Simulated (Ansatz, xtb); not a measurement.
# Relative energy of two isomers of C4H6BNO

Structure I is `NB1C=CC(O)=C1`, a singlet and structure II is `NC1=CC=CB1O`, a singlet. Both are isolated molecules in the gas phase, relaxed with B3LYP/def2-SVP; the shapes shown needn't be the lowest conformers.

I (Å):

```yaml
atoms:
  - { symbol: C, position_ang: [-0.3156, -1.3164, 1.1975] }
  - { symbol: C, position_ang: [-0.1282, -1.9680, 0.0355] }
  - { symbol: C, position_ang: [0.4375, -1.0493, -1.0086] }
  - { symbol: C, position_ang: [0.6343, 0.2177, -0.5626] }
  - { symbol: B, position_ang: [0.1647, 0.1888, 0.9304] }
  - { symbol: N, position_ang: [0.1521, 1.2309, 1.8607] }
  - { symbol: O, position_ang: [0.6692, -1.5915, -2.2201] }
  - { symbol: H, position_ang: [0.4661, 2.1706, 1.6480] }
  - { symbol: H, position_ang: [-0.1727, 1.1179, 2.8137] }
  - { symbol: H, position_ang: [-0.7194, -1.7948, 2.0939] }
  - { symbol: H, position_ang: [-0.3345, -3.0176, -0.1944] }
  - { symbol: H, position_ang: [1.0301, -0.9104, -2.8058] }
  - { symbol: H, position_ang: [1.0388, 1.0205, -1.1845] }
```

II (Å):

```xyz
13

C     0.3246    0.0984    0.8341
C     0.3630   -1.1424    1.4031
C     0.1740   -2.1713    0.3568
C     0.0064   -1.6989   -0.9140
B     0.0850   -0.1588   -0.7501
N     0.4476    1.3255    1.3964
O    -0.0042    0.8768   -1.6208
H     0.4093    2.1524    0.8166
H     0.6082    1.4542    2.3876
H     0.5077   -1.3828    2.4591
H     0.1751   -3.2361    0.6217
H    -0.1410   -2.3457   -1.7802
H    -0.1479    0.5969   -2.5344
```

Question: Estimate which is lower in electronic energy at CCSD(T)/def2-SVP + ΔMP2/def2-TZVPP, and by roughly how much.

Answer: Too close to call at this level: CCSD(T)/def2-SVP + ΔMP2/def2-TZVPP gives E(II) − E(I) = +0.84 kcal/mol.

The same difference at several levels:

```
                             level        geometry  E(II) − E(I) (kcal/mol)  departure from the last row (kcal/mol)  job, with rough time for the two
                          GFN2-xTB        GFN2-xTB                     −4.75                                   −5.59              optimisation, 0.22 s
                         HF/STO-3G        GFN2-xTB                     +4.66                                   +3.82              single point, 0.34 s
                r2SCAN-D4/def2-SVP        GFN2-xTB                     −1.93                                   −2.77               single point, 2.7 s
                    B3LYP/def2-SVP  B3LYP/def2-SVP                     −2.97                                   −3.81                optimisation, 42 s
                       HF/def2-SVP  B3LYP/def2-SVP                     −1.82                                   −2.66           part of the CCSD(T) run
                      MP2/def2-SVP  B3LYP/def2-SVP                     −1.19                                   −2.03           part of the CCSD(T) run
                  CCSD(T)/def2-SVP  B3LYP/def2-SVP                     −0.55                                   −1.39                      single point
CCSD(T)/def2-SVP + ΔMP2/def2-TZVPP  B3LYP/def2-SVP                     +0.84                                                        single point, 38 s
```

As drawn, II has 1 C–N, 1 B–O in place of 1 B–N, 1 C–O.

The largest departure from CCSD(T)/def2-SVP + ΔMP2/def2-TZVPP is that of GFN2-xTB, 5.59 kcal/mol. The last row adds to CCSD(T) the change of the MP2 difference between the two basis sets, here +1.39 kcal/mol.

With thermal terms from frequencies at re-optimised GFN2-xTB minima (ideal gas, soft modes damped towards free rotors, one conformer each, 298.15 K, 1 atm): the zero-point term adds −0.34 kcal/mol; ΔH is +0.60 and ΔG +0.43 kcal/mol.

The correlated steps freeze 7 core orbitals. Run with Ansatz 0.2.0, xtb 6.7.1; the last row on 2 threads of Intel(R) Xeon(R) 6975P-C (Granite Rapids) on a shared host.
